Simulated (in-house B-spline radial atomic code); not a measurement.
A fraction x of an electron is moved 5p → 6p in Gd, starting from [Xe] 4f7 5d1 6s2 and keeping the highest spin. Computed with a radial B-spline atomic code at the basis-set limit: scalar-relativistic (X2C) HSE06, spin-polarised, spherical fractional occupations, Fermi nucleus of rms radius 5.1569 fm.

Caution: exact exchange at fractional occupations of open shells leaves self-interaction of up to several eV.

| x | E(x) - E(0) (eV) | 5p down level (eV) | 6p up level (eV) |
| --- | --- | --- | --- |
| 0 | 0.0000 | -27.109 | - |
| 0.125 | 3.2331 | -27.528 | -1.531 |
| 0.25 | ? | ? | ? |
| 0.375 | ? | ? | ? |
| 0.5 | 13.1310 | -28.765 | -1.975 |
| 0.625 | 16.4958 | -29.167 | -2.121 |
| 0.75 | 19.8922 | -29.562 | -2.266 |
| 0.875 | 23.3197 | -29.951 | -2.410 |
| 1 | 26.7772 | -30.333 | -2.554 |

(1) What belongs in the row x = 0.25?

(2) What belongs in the row x = 0.375?

(3) Check Janak's theorem between x = 0.5 and 0.625.

Results:

(1) An energy change of 6.4993 eV; 5p down at -27.945 eV, 6p up at -1.682 eV.

(2) An energy change of 9.7986 eV; 5p down at -28.358 eV, 6p up at -1.829 eV.

(3) The slope of the energy is 26.92 eV; the orbital levels give 26.92 eV (ε of the receiving orbital less ε of the emptying one, averaged over the two points).
